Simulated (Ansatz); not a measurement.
Ti₂B₂, relaxed as a triplet with UKS r2SCAN-D4/def2-SVP in Ansatz, starting from the r2SCAN-D4/def2-SVP geometry of the neutral singlet. Force threshold 0.02 eV/Å.

The charge 0 triplet is spin-contaminated (final ⟨S²⟩ up to 2.83, 2.00 for a pure state). At r2SCAN-D4/def2-SVP a quintet of charge 0 lies 0.14 eV below the triplet, each at its own geometry. The structure comes from a short search, and lower isomers may exist.

Start:

```xyz
4

Ti   -0.8422    1.0040   -0.4190
Ti    0.3155   -0.7653   -1.0990
B    -0.3630   -0.5850    0.9031
B     0.8898    0.3463    0.6149
```

```
step  energy (eV)  largest force component (eV/Å)  SCF passes
   1  -47566.7723                           1.771         104
   2  -47566.9219                           0.736         136
   3  -47566.9675                           0.089          80
   4  -47566.9686                           0.049          77
   5  -47566.9688                           0.006          65
```

Force components are those of the run's own axes.

End:

```tsv
atom	x (Å)	y (Å)	z (Å)
Ti1	-0.8813	1.0810	-0.3398
Ti2	0.3870	-0.8569	-1.0847
B3	-0.3738	-0.5734	0.8552
B4	0.8681	0.3493	0.5694
```

By distances, no bond broke or formed. The bond that changes most is Ti1–Ti2, from 2.22 to 2.43 Å (atoms count from 1).

No frequencies were taken in this run, so the end may be a saddle point.

It took 95 s on 4 threads of Arm Neoverse V1 on a shared host.
